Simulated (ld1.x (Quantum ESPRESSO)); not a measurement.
## xenon: one change to a TM potential, before and after

Xe (Z = 54), norm-conserving Troullier–Martins (Kleinman–Bylander form), made with ld1.x (Quantum ESPRESSO) 7.5 (PBE, fully relativistic). Core [Kr] 4d10, reference 5s2 5p6. Waves: 5s (bound): rc 1.65 bohr; 5p (bound): rc 2.05 bohr; 5d channel at 0.15 Ry: rc 1.90 bohr. Local part: all-electron potential smoothed inside 1.60 bohr (lloc = -1). Core correction: a·sin(br)/r model core, default radius (core density twice the valence density).

Open shells are filled in proportion to 2j + 1 (rel_dist='average').

All-electron outer shells of the reference configuration (PBE, scalar-relativistic, ld1.x):

```json
{"shell": "4p", "level (eV)": "-141.27", "outermost node (bohr)": "0.36", "outermost maximum (bohr)": "0.69"}
{"shell": "4d", "level (eV)": "-59.38", "outermost node (bohr)": "0.34", "outermost maximum (bohr)": "0.75"}
{"shell": "5s", "level (eV)": "-19.74", "outermost node (bohr)": "0.85", "outermost maximum (bohr)": "1.63"}
{"shell": "5p", "level (eV)": "-8.23", "outermost node (bohr)": "0.92", "outermost maximum (bohr)": "1.91"}
```

Change: core correction a·sin(br)/r model core inside 1.94 bohr.

Cutoffs: the cutoffs (Ry, on a coarse ladder) from which the occupation-weighted sum of valence levels, in a spherical-Bessel basis at the reference potential, stays within 10 and 1 mRy of its value at 400 Ry; they do not see the model core or the augmentation charge, which bear on the density cutoff. Errors are all-electron minus pseudo energies relative to the spin-unpolarised reference configuration.

Problem. How do hardness, ghosts and transferability respond?

Solution. The potential gets neither clearly harder nor softer (35 Ry and 60 Ry → 35 Ry and 60 Ry); both files keep a bound ghost (s); of the 6 tests that both files solve, the error grows in 2 and shrinks in 4 by more than 15 % and 0.3 meV (median size 5.4 → 6.0 meV). The default core radius of the base comes out at 1.31 bohr. A wider model core is smoother and lowers the density cutoff, which this test does not measure.

```tsv
quantity	base	changed
cutoff, loose	35 Ry	35 Ry
cutoff, tight	60 Ry	60 Ry
bound ghosts	s	s
error for 5s2 5p5, meV [ΔE 12.57 eV]	+4.0	+1.5
error for 5s2 5p4, meV [ΔE 34.36 eV]	+15	+0.8
error for 5s2 5p3, meV [ΔE 66.12 eV]	+23	-19
error for 5s2 5p5.5, meV [ΔE 5.19 eV]	+0.9	+0.4
error for 5s1 5p6, meV [ΔE 24.66 eV]	+5.7	+10
error for 5s2 5p2, meV [ΔE 108.48 eV]	-5.1	-93
s: phases at 2.24 bohr within 0.05 rad from the reference energy up to (Ry; the scan ends near 5)	4.7	4.7
p1/2: phases at 2.24 bohr within 0.05 rad from the reference energy up to (Ry; the scan ends near 5)	1.9	1.9
p3/2: phases at 2.24 bohr within 0.05 rad from the reference energy up to (Ry; the scan ends near 5)	1.6	1.6
d3/2: phases at 2.24 bohr within 0.05 rad from the reference energy up to (Ry; the scan ends near 5)	0.8	0.8
d5/2: phases at 2.24 bohr within 0.05 rad from the reference energy up to (Ry; the scan ends near 5)	0.8	0.8
```

 A true bound ghost makes a file unfit for plane-wave use even where its test errors are small: the radial tests pick states by their node count and pass the ghost by.
